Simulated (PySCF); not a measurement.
C₂H₁₁NSi₂.
Structure used (PBE0-D3(BJ)/def2-SVP), in Å, numbered top down from 1:
```
atom  x, y, z in Å
C1    -1.5820    1.0317   -0.3408
N2    -1.0287   -0.2556   -0.0063
C3    -1.2770   -0.6742    1.3499
Si4    0.3459   -0.8775   -0.8762
Si5    2.4000    0.0808   -0.2200
H6    -2.6733    1.0435   -0.1635
H7    -1.1461    1.8644    0.2499
H8    -1.4205    1.2591   -1.4058
H9    -0.8175   -0.0047    2.1067
H10   -2.3632   -0.7022    1.5559
H11   -0.8844   -1.6884    1.5214
H12    0.1330   -0.6039   -2.3323
H13    0.4155   -2.3543   -0.6412
H14    2.3776    1.5634   -0.4347
H15    3.5538   -0.4865   -0.9888
H16    2.6455   -0.1623    1.2379
```

Linear response at CAM-B3LYP/def2-SVPD (PySCF, frozen core in the response, non-relativistic).

Static isotropic polarisability: 93.42 au (13.84 Å³), principal values 86.4, 87.9, 106.0 au.

(1) What is the polarisability at 1064 nm and at the sodium D line?

(2) What is the isotropic C6 coefficient between two such molecules, C6 = (3/π)∫α(iω)² dω?

(3) Which effective excitation energy ω̄ makes London's formula C6 = (3/4)α²ω̄ exact here?

(4) The lowest 10 singlets have (eV, f): 5.27, 0.017; 6.04, 0.008; 6.07, 0.010; 6.41, 0.169; 6.60, 0.017; 6.81, 0.000; 6.92, 0.023; 7.38, 0.001; 7.56, 0.048; 7.75, 0.058. What share of the static polarisability do they carry in the sum over states α = Σ f/ω²?

(5) What molar refraction at the D line follows from R = (4π/3)·N_A·α′, with α′ the polarisability volume?

(6) How many electrons N does the Slater–Kirkwood formula C6 = (3/4)·√N·α^(3/2) need to give this C6?

(7) What n − 1 at the D line would an ideal gas of it have at 273.15 K and 1 atm (2.6868 × 10¹⁹ cm⁻³), by n − 1 = 2π·N·α′?

(8) What three-body coefficient follows from the one-pole estimate C9 = (3/4)·α·C6?

(9) What does −C6/R⁶ come to at R = 12 Å between centres?

Results:

(1) 94.42 au at 1064 nm (+1.1 %), 96.80 au at 589.3 nm (+3.6 %). The rise at 589.3 nm is 3.39 times that at 1064 nm; a pure ω² law gives 3.26. The lowest singlet lies at 235 nm, shorter than both wavelengths.

(2) 3099 au (Eh·bohr⁶) by a ten-point quadrature over imaginary frequencies, which is 1850 eV·Å⁶ or 179 J·nm⁶/mol.

(3) ω̄ = 4·C6/(3α²) = 0.473 Eh = 12.9 eV. A one-pole form α(ω) = α/(1 − ω²/ω̄²) fitted to the 1064 nm value gives 11.3 eV. London's choice of the ionisation energy (8.11 eV, ΔSCF at the same level) gives C6 = 1950 au, 37 % too low.

(4) 5.86 au, 6.3 % of α; the largest term, 3.04 au, is that of the state at 6.41 eV. Their oscillator strengths add up to 0.35. Higher states carry the rest.

(5) α′ = 14.34 Å³ gives R = 36.18 cm³/mol, for isolated, non-vibrating species.

(6) N = (4·C6/3)²/α³ = 20.9; the species has 58 electrons in all.

(7) 24.21 × 10⁻⁴, a formal value whether or not that pressure can be reached.

(8) 217000 au. This is an estimate from the two numbers above, not a computed integral.

(9) -60 J/mol. This is the leading, orientation-averaged term; C8 and higher terms are left out.

Time: 63 s of wall time; peak memory 1.1 GiB. Hardware: one thread, Arm Neoverse V1 (aarch64), shared host with 32 logical CPUs at a one-minute load of 9.8. This is the whole response run at CAM-B3LYP/def2-SVPD, SCF included.

One conformer stands for the species.
